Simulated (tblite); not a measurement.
Compound: C₃H₉FO₂Si₂.
Geometry (GFN2-xTB, Å), atoms numbered from 1 in this order:
```
atom  x, y, z in Å
C1    -1.9359   -0.9788    0.0830
C2    -1.4377   -0.1970   -1.1227
F3    -2.3753    0.7852   -1.4441
Si4    0.2493    0.6823   -0.8571
C5     0.1150    1.8610    0.6541
O6     0.8447    1.7119    1.6038
O7     1.3425   -0.4119   -0.4265
Si8    2.4666   -0.7104    0.7465
H9    -2.9008   -1.4361   -0.1291
H10   -2.0453   -0.3207    0.9425
H11   -1.2166   -1.7564    0.3234
H12   -1.4085   -0.8497   -2.0023
H13    0.6885    1.4154   -2.0393
H14   -0.6284    2.6822    0.6678
H15    3.1207   -1.8860    0.1722
H16    1.7594   -1.0188    1.9825
H17    3.3549    0.4396    0.8353
```

Method: GFN2-xTB as coded in tblite; computed harmonic values from a numerical Hessian at the method's own geometry, unscaled. The method is semi-empirical: single wavenumbers can be off by several per cent or more. Modes of hydrogen on silicon can be 10 to 20 % off. One conformer, not necessarily the lowest.

Harmonic wavenumbers (cm⁻¹): 28.7, 50.0, 59.5, 72.5, 128.0, 148.6, 187.5, 193.8, 208.7, 265.5, 321.6, 414.1, 424.9, 560.5, 587.2, 599.8, 609.1, 639.8, 698.7, 722.9, 759.7, 775.9, 782.6, 807.7, 907.1, 1001.1, 1051.8, 1066.4, 1116.6, 1246.0, 1290.5, 1344.2, 1397.2, 1475.4, 1492.4, 1737.9, 2256.6, 2297.3, 2301.1, 2311.5, 2739.3, 2917.6, 3024.8, 3034.5, 3052.1.

A = 2157, B = 885.2, C = 771.8 MHz; mass 152.013 u (most abundant isotopes); point group C1, symmetry number 1.

Question: What is the zero-point energy?

Answer: ½Σν̃ = 24554 cm⁻¹ = 70.20 kcal/mol.

Question: What is S at 273.15 K and 1 bar for an ideal gas of classical rigid rotors and harmonic oscillators?

Answer: Translation 40.56, rotation 29.51, vibration 37.48: S = 107.5 cal/(mol K).

Question: And Cp and H(273.15 K) − H(0)?

Answer: Cp = 41.15 cal/(mol K), of which vibrations give 33.20 (their classical limit is 45 R = 89.4); H(273.15 K) − H(0) = 7.19 kcal/mol without the zero-point energy, 5.02 from vibrations.

Question: What must be added to the electronic energy to get the Gibbs energy at 273.15 K and 1 bar?

Answer: ZPE + [H(273.15 K) − H(0)] − T·S = 70.20 + 7.19 − 29.38 = 48.01 kcal/mol.

Question: Blend soft modes into free rotors: weight 1/[1 + (100 cm⁻¹/ν̃)⁴] for the oscillator and the rest for a rotor with moment μB/(μ + B), μ = h/(8π²ν), B = 10⁻⁴⁴ kg m². What vibrational entropy results?

Answer: 33.02 cal/(mol K) in place of 37.48, which changes −T·S at 273.15 K by +1.22 kcal/mol.

Question: How do the functions run with temperature in this model?

Answer: 
```csv
T (K),S (cal/(mol K)),Cp (cal/(mol K)),H − H(0) (kcal/mol),G − H(0) (kcal/mol),ln q(vib)
50,63.0,16.5,0.59,-2.55,1.23
100,76.6,23.2,1.60,-6.06,3.26
298.15,111.2,43.5,8.25,-24.92,10.45
373.15,121.7,49.9,11.76,-33.66,12.89
500,137.6,58.5,18.66,-50.13,16.77
750,163.7,70.4,34.89,-87.91,23.69
1000,185.1,78.0,53.49,-131.60,29.77
```

q(vib) and H(0) count from the zero-point level.

Hindered rotation and anharmonicity are outside this model. Other conformers, if any are populated, would add a mixing term that is left out. The structure is chiral; the term R ln 2 for an equal mix with its mirror image is left out.

Time: 1.1 s wall. Hardware: an Arm Neoverse N1 with one thread, shared host with 64 logical CPUs at a one-minute load of 45. The figure is for the frequency step alone.
